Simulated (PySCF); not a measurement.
LiBr at PBE0

Level: PBE0. basis Li cc-pVTZ, Br cc-pVTZ-PP with ECP10; scalar-relativistic core potentials; PySCF 2.14.

```
state                                            : ¹Σ⁺ (singlet), closed shell
bond length                                      : 0.2173 nm
harmonic wavenumber                              : 563 cm⁻¹
force constant                                   : 1.20 mdyn/Å
rotational constant Be                           : 0.5540 cm⁻¹
anharmonicity ωexe                               : 3.50 cm⁻¹
vibration–rotation constant αe                   : 0.00563 cm⁻¹
well depth De to Li + Br                         : 4.23 eV
dissociation energy D0                           : 4.19 eV
HOMO–LUMO gap                                    : 5.33 eV
bond order (Mayer)                               : 1.16
dipole moment (positive dipole means Li(−)Br(+)) : -6.98 D
```
